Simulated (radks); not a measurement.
Removal energies from neutral rhenium, [Xe] 4f14 5d6 6s1, by Delta-SCF beside the eigenvalue of the level emptied. All-electron calculation, non-relativistic Kohn-Sham, PBE, spin-polarised, spherical densities, point nucleus. Program: a radial shooting solver on a logarithmic mesh with Libxc functionals. Open shells are filled with parallel spins first.

| removed from | final configuration | Delta-SCF (eV) | -eigenvalue (eV) |
|---|---|---|---|
| 5d | [Xe] 4f14 5d5 6s1 | 7.158 | 3.032 |
| 6s | [Xe] 4f14 5d6 | 7.397 | 4.553 |
| 5p | [Kr] 4d10 4f14 5s2 5p5 5d6 6s1 | 45.119 | 39.879 |
| 4f | [Xe] 4f13 5d6 6s1 | 58.232 | 48.413 |
